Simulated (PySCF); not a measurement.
# WO₂Cl₂: from structure and modes to constants

Method: PBE0/[W def2-SVP with ECP60, O def2-SVP, Cl def2-SVP], scalar-relativistic core potentials, density fitting, no spin–orbit coupling, PySCF.

The singlet minimum has C2v symmetry. Masses (u): W 183.95093, O 15.99492, Cl 34.96885.

```xyz
5
charge 0 multiplicity 1, angstrom
W     0.0000    0.0000   -0.1846
O     0.0000    1.3510   -1.2022
O     0.0000   -1.3510   -1.2022
Cl    1.9139    0.0000    1.0349
Cl   -1.9139    0.0000    1.0349
```

Harmonic wavenumbers (cm⁻¹): 111.6 (a1, ×1), 160.6 (b2, ×1), 218.5 (a2, ×1), 230.2 (b1, ×1), 352.7 (a1, ×1), 426.7 (a1, ×1), 433.0 (b1, ×1), 1029.4 (b2, ×1), 1068.6 (a1, ×1).

Problem. Find the principal moments of inertia and the rotational constants. What kind of rotor is it?

Solution. About the centre of mass I = 185.8, 314.59, 383.6 u Å². With B = 16.8576/I this gives 0.09073, 0.05359, 0.04395 cm⁻¹. The molecule is an asymmetric top with κ = -0.59.

Problem. What is the harmonic zero-point energy?

Solution. Half the sum of all 9 wavenumbers, 4031/2 = 2016 cm⁻¹, which is 24.1 kJ/mol (1 cm⁻¹ = 0.0119627 kJ/mol).

Problem. Find the vibrational entropy and heat capacity at 298.15 K.

Solution. With u = 1.43878 ω/T, each mode gives S = R[u/(eᵘ−1) − ln(1−e⁻ᵘ)] and C = R u² eᵘ/(eᵘ−1)².
| ω (cm⁻¹) | u | S (J/(mol K)) | C (J/(mol K)) |
| --- | --- | --- | --- |
| 111.6 | 0.538 | 13.56 | 8.12 |
| 160.6 | 0.775 | 10.64 | 7.91 |
| 218.5 | 1.054 | 8.25 | 7.59 |
| 230.2 | 1.111 | 7.86 | 7.51 |
| 352.7 | 1.702 | 4.83 | 6.57 |
| 426.7 | 2.059 | 3.64 | 5.91 |
| 433.0 | 2.090 | 3.55 | 5.85 |
| 1029.4 | 4.968 | 0.35 | 1.45 |
| 1068.6 | 5.157 | 0.30 | 1.29 |
The sums over all modes are S = 53.0 and C = 52.2 J/(mol K); the softest mode gives 26 % of the entropy.

Problem. Give the standard entropy (298.15 K, 1 bar) by its translational, rotational, vibrational and spin parts, and Cp.

Solution. Sackur–Tetrode with M = 285.88 u gives 179.4; rotation with symmetry number 2 gives 113.1; vibration 53.0; spin R ln 1 = 0.0. The total is 345.5 J/(mol K), and Cp = 4 R + 52.2 = 85.4 J/(mol K).

This need not be the most stable arrangement of these atoms. Spin–orbit coupling, left out here, can matter for elements this heavy.
